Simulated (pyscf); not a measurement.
Single points on ωB97X-D3(BJ)/def2-SVPD structures (PySCF, gas phase).

Estimate the classical barrier height and the reaction energy of H₃C–CH(CH₃)–O⁻ → H₃C–C⁻(CH₃)–OH at ωB97M-D3(BJ)/def2-TZVPD. The step runs on the singlet surface, breaks C–H and forms H–O; take the reactant's lowest minimum found as zero.

ΔE‡ = 237.7 kJ/mol, ΔE = +139.7 kJ/mol. Zero-point energy shifts the barrier by -13.3 kJ/mol. It is a hydrogen shift, with an imaginary mode of 1652i cm⁻¹. One saddle was located; it need not be the lowest between these sides.
